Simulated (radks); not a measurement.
Er XVII, configuration [Kr] 4d10 4f6.

All-electron calculation, non-relativistic Kohn-Sham, LDA (Slater exchange, Perdew-Wang correlation), spin-unpolarised, spherical densities, point nucleus; relativity is left out, which matters for an element this heavy. Program: a radial shooting solver on a logarithmic mesh with Libxc functionals.

Energy parts (Ry):
total: -24816.0160
kinetic: 24807.3672
electron-nucleus: -57600.0509
Hartree: 8466.3451
exchange-correlation: -489.6774

Orbitals (lengths in bohr, moments of r in powers of bohr):
| orbital | occ. | eigenvalue (Ry) | <r^2> |
|---|---|---|---|
| 1s | 2 | -3950.904 | 0.0006651 |
| 2s | 2 | -659.9060 | 0.01050 |
| 2p | 6 | -631.3052 | 0.007789 |
| 3s | 2 | -167.9862 | 0.06698 |
| 3p | 6 | -155.0093 | 0.06233 |
| 3d | 10 | -130.7387 | 0.04917 |
| 4s | 2 | -52.90674 | 0.3203 |
| 4p | 6 | -47.62336 | 0.3312 |
| 4d | 10 | -38.06444 | 0.3535 |
| 4f | 6 | -25.82504 | 0.3930 |

The highest occupied level is 4f at -351.37 eV. For comparison, the ionisation energy in NIST's Atomic Spectra Database is 381 eV (theoretical). In exact Kohn-Sham theory the highest level is minus the ionisation energy, but local and semilocal functionals leave it too shallow, through self-interaction and a potential that decays too fast; potentials with the right tail come closer. The density falls to 0.001 e/bohr^3 at r = 1.70 bohr. Virial ratio -V/T = 2.00035. Summed over all electrons, <r^2> = 9.590 bohr^2, which gives a Langevin (diamagnetic) susceptibility term of -7.6 x 10^-6 cm^3/mol. The electron density at the nucleus is 2.239e+05 e/bohr^3.

Beside tabulated values, note that spin-unpolarised runs miss the spin-polarisation part of the exchange energy of open shells.
